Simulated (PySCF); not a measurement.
C7H7, SMILES c1[c]ccc(C)c1 (connectivity only; charge and spin as stated), charge +1, multiplicity 1. Atoms are numbered in the order given.

```xyz
14

C      2.3249    -0.0062     0.0000
C      0.8267     0.0114     0.0000
C      0.1123     0.0079     1.2067
C     -1.3130    -0.0012     1.2718
C     -1.6864    -0.0119     0.0000
C     -1.3130    -0.0012    -1.2718
C      0.1123     0.0079    -1.2067
H      2.6898    -1.0461     0.0000
H      2.7320     0.4900     0.8905
H      2.7320     0.4900    -0.8905
H      0.6215     0.0131     2.1771
H     -1.8895     0.0001     2.1988
H     -1.8895     0.0001    -2.1988
H      0.6215     0.0131    -2.1771
```
Charge +1, spin multiplicity 1.

Geometry optimised at PBE0-D3(BJ)/def2-SVP. The multiplicity is an assumed one; other spin states were not compared. The isomer is the one that the SMILES or the coordinates give; other isomers of the formula were not compared.

Computed with PySCF 2.14.0 with PBE0-D3(BJ)/def2-SVP.

Harmonic, unscaled wavenumbers; measured fundamentals usually lie a few per cent lower.

```tsv
mode	ν (cm⁻¹)	IR (km/mol)	moving atoms (share of kinetic energy)
1	34	0.6	H 97 %
2	240	3.8	C 75 %, H 25 %
3	329	5.8	C 70 %, H 30 %
4	375	10.5	C 84 %, H 16 %
5	407	0.0	C 52 %, H 48 %
6	424	14.7	C 88 %, H 12 %
7	477	0.2	H 55 %, C 45 %
8	547	22.6	C 59 %, H 41 %
9	559	9.4	C 81 %, H 19 %
10	744	69.9	H 64 %, C 36 %
11	759	9.6	C 74 %, H 26 %
12	890	0.2	H 69 %, C 31 %
13	938	8.0	C 84 %, H 16 %
14	944	0.0	H 75 %, C 25 %
15	992	1.1	H 74 %, C 26 %
16	1043	7.4	H 59 %, C 41 %
17	1048	18.9	H 83 %, C 17 %
18	1050	21.6	H 59 %, C 41 %
19	1142	0.5	H 74 %, C 26 %
20	1174	32.1	C 88 %, H 12 %
21	1234	11.1	C 80 %, H 20 %
22	1258	13.7	H 80 %, C 20 %
23	1384	28.1	C 79 %, H 21 %
24	1396	9.7	H 79 %, C 21 %
25	1417	3.7	H 55 %, C 45 %
26	1461	13.0	H 93 %
27	1481	16.7	H 51 %, C 49 %
28	1549	4.4	C 85 %, H 15 %
29	1840	28.9	C 96 %
30	3074	0.6	H 97 %
31	3167	2.0	H 91 %, C 9 %
32	3197	19.0	H 92 %, C 8 %
33	3197	27.0	H 92 %, C 8 %
34	3199	5.4	H 91 %, C 9 %
35	3252	219.8	H 91 %, C 9 %
36	3256	66.5	H 91 %, C 9 %
```
